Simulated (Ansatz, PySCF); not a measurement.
The pair A = C2H2 (SMILES C#C) (first 4 atoms), B = CH2O2 (SMILES O=CO); geometry from B3LYP-D3(BJ)/def2-TZVP.
(charge 0, multiplicity 1):
```xyz
9

C      0.580     0.207    -0.088
C     -0.173    -0.554     0.450
H      1.243     0.874    -0.583
H     -0.831    -1.211     0.970
O     -0.989    -0.958     3.516
C     -0.299    -0.096     3.988
O      0.516     0.713     3.306
H     -0.250     0.141     5.059
H      0.463     0.491     2.354
```

Correlated levels freeze the cores. CBS(a, b) extrapolates the correlation energy as X⁻³ and adds the Hartree–Fock energy of set b. MP2 and its Hartree–Fock in aug-cc-pVTZ are density fitted.

The values were computed with Ansatz (Gaussian orbitals); PySCF for the dispersion terms. Each number belongs to the level named beside it.

The monomers are drawn apart, rigid, along the line of their centres of mass. Counterpoise-corrected interaction energies (kcal/mol):

```json
[
 {"level": "PBE/def2-TZVPPD", "R = 4.327 Å": "-2.3070", "R = 5.232 Å": "-0.9034"},
 {"level": "PBE-D3(BJ)/def2-TZVPPD", "R = 4.327 Å": "-2.8400", "R = 5.232 Å": "-1.1012"},
 {"level": "wB97M-V/def2-TZVPPD", "R = 4.327 Å": "-2.6082", "R = 5.232 Å": "-1.0320"},
 {"level": "MP2/CBS(aug-cc-pVDZ, aug-cc-pVTZ) + ΔCCSD(T)/aug-cc-pVDZ", "R = 4.327 Å": "-2.5427", "R = 5.232 Å": "-0.9876"}
]
```

Question: R is the distance of the centres of mass. Find the local exponent m of E ∝ R⁻ᵐ between the two points.

Answer: 
m = ln(E₁/E₂)/ln(R₂/R₁): PBE/def2-TZVPPD 4.9; PBE-D3(BJ)/def2-TZVPPD 5.0; wB97M-V/def2-TZVPPD 4.9; MP2/CBS(aug-cc-pVDZ, aug-cc-pVTZ) + ΔCCSD(T)/aug-cc-pVDZ 5.0. For scale, two fixed dipoles give m = 3, dipole and quadrupole 4, quadrupoles 5, and dispersion or dipole-induced dipole 6 at long range; at these distances several terms mix, and what is left of overlap and damping shifts m, so it need not match one of them.

Ansatz is an electronic-structure program.
